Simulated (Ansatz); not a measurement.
Geometry optimisation, RKS B3LYP-D4/def2-SVP in Ansatz.

Input:

```yaml
crystal:
  periodic: [false, false, false]
  atoms:
    - { symbol: "N", position_ang: [-2.0242, 0.4544, 0.2206] }
    - { symbol: Si, position_ang: [-0.4695, 0.8217, 0.6951] }
    - { symbol: O, position_ang: [-0.5087, 0.2776, 2.2505] }
    - { symbol: C, position_ang: [0.9035, -0.1696, -0.4387] }
    - { symbol: "N", position_ang: [0.2852, -1.4923, -0.7883] }
    - { symbol: O, position_ang: [2.0779, -0.4114, 0.1731] }
    - { symbol: S, position_ang: [1.062, 0.771, -1.9569] }
    - { symbol: H, position_ang: [-2.2882, 1.1884, -0.5183] }
    - { symbol: H, position_ang: [-2.6609, 0.7304, 1.0505] }
    - { symbol: H, position_ang: [-0.2866, 2.2925, 0.7142] }
    - { symbol: H, position_ang: [0.3964, 0.0992, 2.6516] }
    - { symbol: H, position_ang: [0.0698, -1.9491, 0.1218] }
    - { symbol: H, position_ang: [-0.6794, -1.2928, -1.2202] }
    - { symbol: H, position_ang: [2.3866, -1.1703, -0.3221] }
    - { symbol: H, position_ang: [1.7142, -0.2005, -2.6037] }
basis:
  gaussian: { orbitals: def2-SVP }
hamiltonian:
  xc: b3lyp
  dispersion: d4
relax:
  f_tol: 0.015
  max_steps: 40
```

Run as:

```bash
$ ansatz run input.yaml --threads 2 --pin off --max-ram 3072MiB --backend cpu --events-out ev --progress --plain --runs-dir out
```

**Question.** Where does it end, and by what steps?

**Answer.** It converged. After 20 steps the energy has fallen by 0.952 eV; H9 moved furthest, 0.85 Å.

```tsv
step	energy less start (eV)	largest force component (eV/Å)	accepted
0	0.0000	3.794	yes
1	-0.6947	1.805	yes
2	-0.8659	0.515	yes
3	-0.9049	0.269	yes
4	-0.8066	1.023	no
5	-0.9265	0.261	yes
6	-0.9288	0.152	yes
7	-0.9333	0.105	yes
8	-0.9347	0.037	yes
9	-0.9357	0.280	yes
10	-0.9414	0.189	yes
11	-0.9443	0.208	yes
12	-0.9460	0.193	yes
13	-0.9482	0.137	yes
14	-0.9496	0.167	yes
15	-0.9509	0.100	yes
16	-0.9517	0.033	yes
17	-0.9517	0.047	yes
18	-0.9522	0.029	yes
19	-0.9524	0.023	yes
20	-0.9524	0.008	yes
```

```xyz
15
Properties=species:S:1:pos:R:3
N -2.055 0.737 0.174
Si -0.423 0.944 0.675
O -0.235 0.303 2.206
C 0.771 -0.154 -0.367
N 0.208 -1.450 -0.731
O 1.882 -0.382 0.470
S 1.196 0.743 -1.932
H -2.606 1.531 -0.131
H -2.636 0.019 0.594
H -0.073 2.385 0.544
H 0.654 -0.073 2.307
H -0.084 -1.936 0.121
H -0.624 -1.320 -1.307
H 2.462 -1.020 0.022
H 1.540 -0.378 -2.615
```

Run time: 76 s on 2 threads of Intel(R) Xeon(R) 6975P-C (Granite Rapids) (shared host), peak memory 0.47 GiB.
